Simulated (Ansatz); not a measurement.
PbO4, relaxed as a singlet with RKS PBE-D4/def2-SVP in Ansatz, starting from the GFN1-xTB geometry. Force threshold 0.02 eV/Å.

In the def2 sets Pb takes a core potential; there is no spin–orbit coupling. The structure comes from a short search, and lower isomers may exist.

Start:

```xyz
5

Pb   -0.619    1.488    0.709
O     0.183   -1.162   -0.651
O     1.121    2.213    0.421
O    -0.896   -0.444   -0.681
O     0.211   -2.094    0.202
```

Task: Estimate the energy that the relaxation releases and the steps that it takes.

Result: 118.6 kJ/mol, in 26 steps; 12 s on 4 threads of Arm Neoverse V2 on a shared host. No frequencies were taken in this run, so the end may be a saddle point.

Task: Does the start keep its bonding and symmetry?

Result: Bonds formed: O3–O5 (atoms count from 1). The end is the same structure that another start reached, the lowest one found.

Task: Predict the relaxed structure.

Result: 
```csv
atom,x (Å),y (Å),z (Å)
Pb1,-0.961,1.422,0.451
O2,0.212,-0.867,-0.826
O3,1.094,0.710,0.617
O4,-1.238,-0.497,-0.547
O5,0.894,-0.767,0.305
```
Bond lengths: 3 × O–O 1.32 to 1.52 Å; 2 × O–Pb 2.18 Å.
